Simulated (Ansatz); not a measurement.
```yaml
crystal:
  periodic: [false, false, false]
  atoms:
    - {symbol: C, position_ang: [0.597796, -0.814139, -1.098984]}
    - {symbol: C, position_ang: [0.907002, -0.292832, -0.457652]}
    - {symbol: C, position_ang: [0.191515, 0.258214, -0.205002]}
    - {symbol: C, position_ang: [0.241770, 0.932497, 0.540450]}
    - {symbol: C, position_ang: [-0.304826, 1.074000, 1.140663]}
    - {symbol: C, position_ang: [-0.923062, 0.326362, 0.952314]}
    - {symbol: C, position_ang: [-0.642209, -0.254572, 0.242148]}
    - {symbol: H, position_ang: [0.428629, -0.602104, -1.646606]}
    - {symbol: H, position_ang: [0.169937, -1.250663, -1.069785]}
    - {symbol: H, position_ang: [1.408827, -1.118383, -1.391177]}
    - {symbol: H, position_ang: [1.142039, -0.663324, 0.133316]}
    - {symbol: H, position_ang: [1.435141, 0.124157, -0.618947]}
    - {symbol: H, position_ang: [-0.170261, 0.736353, -0.686063]}
    - {symbol: H, position_ang: [0.855154, 1.419695, 0.574654]}
    - {symbol: H, position_ang: [-0.342545, 1.327510, 1.719577]}
    - {symbol: H, position_ang: [-1.814546, 0.625372, 0.594465]}
    - {symbol: H, position_ang: [-1.215090, -0.040407, 1.632305]}
    - {symbol: H, position_ang: [-0.316910, -0.862856, 0.588671]}
    - {symbol: H, position_ang: [-1.158325, -0.437349, -0.383197]}
basis:
  gaussian: {orbitals: cc-pVDZ}
hamiltonian: {xc: {name: RPBE}, dispersion: d3bj, pseudopotentials: {relativity: none}}
output: {forces: true}
```

```sh
$ ansatz run in.yaml --threads 2 --pin off --events-out ev --progress --plain --max-ram 32768MiB --backend cpu
```

Output, abridged:

```
Functional definition: RPBE
1956 factors; their error is unknown
mean field evaluation 1: about -7179.0533 eV, gradient 2.2e2 eV
mean field evaluation 2: about -6550.5876 eV, gradient 5.6e2 eV
mean field evaluation 4: about -7267.7072 eV, gradient 4.0e1 eV
mean field evaluation 8: about -7270.4334 eV, gradient 1.5e-1 eV
mean field evaluation 16: about -7270.4134 eV, gradient 2.1e-3 eV
mean field -7270.41341131 eV, -267.1827648024 hartree, gradient 3.1e-5 eV, S^2 0.000000; 0 other end points of the search recorded, 0 dependent functions left out
reference -7270.41345042 eV, -267.1827662397 hartree; 27, 27 occupied and 131, 131 virtual orbitals, 1956 factors
Total energy: -7273.74706623 eV, -267.3052743613 hartree
Atom 0 at     0.597796    -0.814139    -1.098984 Å, force    36.565860   -47.645843   -27.285309 eV/Å
Atom 1 at     0.907002    -0.292832    -0.457652 Å, force    58.055508    13.329039    42.210439 eV/Å
Atom 2 at     0.191515     0.258214    -0.205002 Å, force   -26.091471    20.335610   -12.660082 eV/Å
Atom 3 at     0.241770     0.932497     0.540450 Å, force    96.967232    15.091059   -61.244602 eV/Å
Atom 4 at    -0.304826     1.074000     1.140663 Å, force   -55.786786    40.228107    59.781343 eV/Å
Atom 5 at    -0.923062     0.326362     0.952314 Å, force   -70.817350     5.134377    38.821869 eV/Å
Atom 6 at    -0.642209    -0.254572     0.242148 Å, force   -12.639591   -48.782040   -41.629956 eV/Å
Atom 7 at     0.428629    -0.602104    -1.646606 Å, force   -22.369659    30.322096   -71.842811 eV/Å
Atom 8 at     0.169937    -1.250663    -1.069785 Å, force   -54.839121   -58.451406     5.996437 eV/Å
Atom 9 at     1.408827    -1.118383    -1.391177 Å, force     8.583043    -8.517619    -6.754048 eV/Å
Atom 10 at     1.142039    -0.663324     0.133316 Å, force    13.353674   -17.958014    29.813902 eV/Å
Atom 11 at     1.435141     0.124157    -0.618947 Å, force    38.397231    28.126145   -10.858896 eV/Å
Atom 12 at    -0.170261     0.736353    -0.686063 Å, force   -12.833563    18.543653   -22.506402 eV/Å
Atom 13 at     0.855154     1.419695     0.574654 Å, force    24.555709    17.222824    -1.032634 eV/Å
Atom 14 at    -0.342545     1.327510     1.719577 Å, force    -3.572036    31.015304    62.935939 eV/Å
Atom 15 at    -1.814546     0.625372     0.594465 Å, force    -6.890031     3.823421    -0.265844 eV/Å
Atom 16 at    -1.215090    -0.040407     1.632305 Å, force    -8.787001    -9.451994    17.667772 eV/Å
Atom 17 at    -0.316910    -0.862856     0.588671 Å, force    11.325767   -25.200116    12.078161 eV/Å
Atom 18 at    -1.158325    -0.437349    -0.383197 Å, force   -13.177414    -7.164602   -13.225277 eV/Å
Dipole moment:     0.026116     0.036406     0.012121 e Å
```

Task: Something in this input is off. What?

Result: The geometry is squeezed to about two thirds of its size. Self-consistency was reached. The result belongs to that input, not to the molecule as meant.
